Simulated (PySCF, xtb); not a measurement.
C₃H₆BFO₂, SMILES C1CC1(F)B(O)O.

GFN2-xTB (xtb 6.7.1) at its own geometry gives an orbital gap of 6.45 eV and a dipole moment of 1.20 D.

Coordinates come from a B3LYP-D3(BJ)/def2-SVP optimisation. The structure was generated by enumeration, and PubChem lists no compound with its InChIKey, so it may never have been made. Other conformers were not sampled.

Task: What does ωB97X/def2-TZVP run with PySCF give? (An estimate is asked for; the answer gives what the named calculation found.)

Result: gap 13.48 eV (levels -10.58 and 2.89 eV), dipole 0.55 D.
